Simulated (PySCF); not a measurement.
## Potential energy of SnC along the bond

Set-up: basis Sn cc-pVDZ-PP with ECP28, C cc-pVDZ; scalar-relativistic core potentials; PySCF 2.14. Energies in eV from Sn + C in their ground configurations at the same level. State: ³Π (triplet), unpaired electrons σ ↑, π ↑.

All columns are PBE0. A positive dipole means Sn(−)C(+).

```csv
R (Å),E (eV),μ (D),Mulliken charge on Sn (basis-dependent),HOMO (eV),LUMO (eV),Mayer bond order,⟨S²⟩
1.747,-2.018,-1.91,0.34,-6.17,-3.92,2.32,2.04
1.828,-2.603,-2.08,0.34,-5.94,-3.79,2.24,2.06
1.909,-2.911,-2.23,0.33,-5.73,-3.68,2.14,2.10
1.970,-3.013,-2.31,0.33,-5.59,-3.61,2.05,2.16
2.031,-3.036,-2.38,0.33,-5.48,-3.56,1.93,2.23
2.092,-3.002,-2.44,0.32,-5.39,-3.51,1.80,2.32
2.173,-2.899,-2.54,0.32,-5.32,-3.46,1.64,2.43
2.275,-2.710,-2.70,0.32,-5.27,-3.42,1.47,2.55
2.397,-2.436,-2.94,0.32,-5.27,-3.40,1.31,2.66
2.559,-2.042,-3.30,0.33,-5.31,-3.40,1.17,2.77
```

A fit through these points gives, at Re = 2.022 Å, μ = -2.37 D and dμ/dR = -1.04 D/Å; the reduced mass is 10.91 u.

Question: How strong is the fundamental in the double-harmonic approximation, I = 42.26·(dμ/dR)²/μred km/mol?

Answer: I = 42.26·(-1.04)²/10.91 = 4.19 km/mol at PBE0.

⟨S²⟩ of the unrestricted solution departs from its pure value on part of the curve, where spin states mix. These are scalar-relativistic numbers at best; spin–orbit coupling would shift them, the dissociation energy most. The state was picked by a PBE0 search and need not be the measured ground state.
